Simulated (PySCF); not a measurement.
**Mg (magnesium, neutral) across methods**

[Ne] 3s1 4s1, high-spin 3S determinant (an excited configuration). Calculation: PySCF 2.14, in aug-cc-pVTZ; the non-relativistic Hamiltonian (point nucleus).

```
 method  E (hartree)  mean ε 2p β (eV)  mean ε 3s α (eV)  mean ε 4s α (eV)  Σ⟨r²⟩ (bohr²)   ⟨S²⟩
   PBE0    -199.7865           -56.025            -9.209            -1.894          95.56  2.000
    PBE    -199.7671           -51.987            -8.368            -1.641          94.43  2.000
    UHF   -199.45866           -67.022           -11.347            -2.398          98.50  2.000
wB97X-V    -199.8469           -58.292           -11.171            -2.477          96.84  2.000
   MN15    -199.7894           -57.203            -9.302            -1.597          90.60  2.000
 r2SCAN    -199.8620           -53.457            -8.607            -1.576          96.60  2.000
   TPSS    -199.9052           -52.419            -8.359            -1.602          96.99  2.000
  B3LYP    -199.9095           -55.393            -9.078            -1.759          93.83  2.000
    LDA    -198.9435           -52.042            -8.433            -1.624          91.90  2.000
```

The outer electron is Rydberg-like, and this basis confines it to a smaller radius and binds it less than a complete one would.
